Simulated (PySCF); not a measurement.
## EPR parameters of C4H9OSi

C₄H₉OSi (doublet state).
Geometry (GFN2-xTB, Å), atoms numbered from 1 in this order:
```
atom  x, y, z in Å
C1     2.9970    0.8646    0.1731
C2     1.5091    0.6799    0.0990
C3     0.8881   -0.4539    0.0466
C4    -0.4334   -1.0561   -0.0330
O5    -1.4370   -0.0572   -0.0572
Si6   -3.0428   -0.2255   -0.1417
H7     3.3423    1.4492   -0.6787
H8     3.2603    1.4056    1.0811
H9     3.5044   -0.0958    0.1727
H10    0.9515    1.6243    0.0919
H11   -0.5999   -1.7135    0.8316
H12   -0.5121   -1.6684   -0.9422
H13   -3.4291    1.1751   -0.1334
H14   -3.5607   -0.9840    1.0022
H15   -3.4421   -0.9363   -1.3613
```

The hyperfine couplings belong to this conformer and change with its torsions.

Identity: `C/C=[C]/CO[SiH3]` [radical].

Theory: UKS B3LYP, pcH-1 on C H O Si, non-relativistic, mean-field spin-orbit, GIAO (PySCF 2.14.0). Isolated species at its GFN2-xTB geometry (one conformer only). A GFN2-xTB geometry isn't a minimum of the functional, and hyperfine couplings can be far from their values at a DFT geometry. The SCF solution wasn't tested for stability.

```json
{
 "g1, g2, g3": "2.00173, 2.00212, 2.00268",
 "g_iso": "2.00218",
 "Form of g": "rhombic: the two nearest values differ by 41 % of g3 − g1",
 "⟨S²⟩": "0.7583 (exact 0.7500)",
 "HOMO–LUMO gap, α and β orbitals": "6.45, 4.62 eV",
 "Total energy": "-522.50876 Eh"
}
```

Hyperfine couplings atom by atom, in MHz; T1 to T3 are the principal values of the dipolar part; ρ(0) is the spin density at the nucleus:

```
atom  isotope  a_iso  of which spin–orbit     T1     T2     T3  Mulliken spin population  ρ(0) (bohr⁻³)
  C1      13C   62.4                  0.0   -4.7   -4.1    8.9                      0.04         0.0555
  C2      13C  -11.6                  0.0  -17.9    2.2   15.7                     -0.16        -0.0103
  C3      13C  249.6                 -0.1  -81.1  -60.9  142.0                      1.00         0.2221
  C4      13C   62.0                  0.0   -4.0   -3.1    7.1                     -0.03         0.0552
  O5      17O  -71.4                  0.0  -14.0    6.7    7.3                      0.03         0.1178
 Si6     29Si  -12.4                  0.0   -5.0    2.5    2.5                      0.01         0.0140
  H7       1H   -8.7                  0.0   -2.7   -2.3    5.1                      0.00        -0.0020
  H8       1H   -8.7                  0.0   -2.7   -2.3    5.1                      0.00        -0.0020
  H9       1H   -4.2                  0.0   -6.0   -2.3    8.2                      0.01        -0.0009
 H10       1H  168.3                  0.0   -5.0   -1.8    6.8                      0.09         0.0376
 H11       1H   12.5                  0.0   -7.6   -4.5   12.1                      0.00         0.0028
 H12       1H   12.3                  0.0   -7.6   -4.5   12.1                      0.00         0.0028
 H13       1H    2.9                  0.0   -1.1   -0.7    1.7                      0.00         0.0006
 H14       1H    0.0                  0.0   -1.0   -0.7    1.7                      0.00         0.0000
 H15       1H    0.0                  0.0   -1.0   -0.7    1.7                      0.00         0.0000
```

Largest spin populations (Mulliken): C3 (+1.00), C2 (-0.16) and H10 (+0.09). C3 is the only atom above +0.15. The positive populations add up to 1.19 and the negative ones to -0.19, together 2S = 1.

Axes: g2 points within 12° of the C2–H10 bond.

Under fast tumbling the dipolar parts average out, and these isotropic splittings remain: 1 × 1H (H10, I = 1/2, 2 lines) with 6.00 mT, 2 × 1H (H11/H12, I = 1/2, 3 lines) with 0.44 mT, 3 × 1H (H7/H8/H9, I = 1/2, 4 lines) with 0.26 mT and 3 × 1H (H13/H14/H15, I = 1/2, 4 lines) with 0.03 mT.

Means are taken over nuclei equivalent by connectivity, which assumes that they swap fast.

The 29Si coupling of Si6 (-12.4 MHz) shows only in satellite lines or after enrichment, since that isotope makes up about 4.7 % of natural silicon.

The 17O coupling of O5 (-71.4 MHz) shows only in satellite lines or after enrichment, since that isotope makes up about 0.038 % of natural oxygen.

Time: 61 s wall (grids of density and orbitals included); peak memory 0.93 GiB. Hardware: one thread, Arm Neoverse V2 (aarch64), on a shared host.
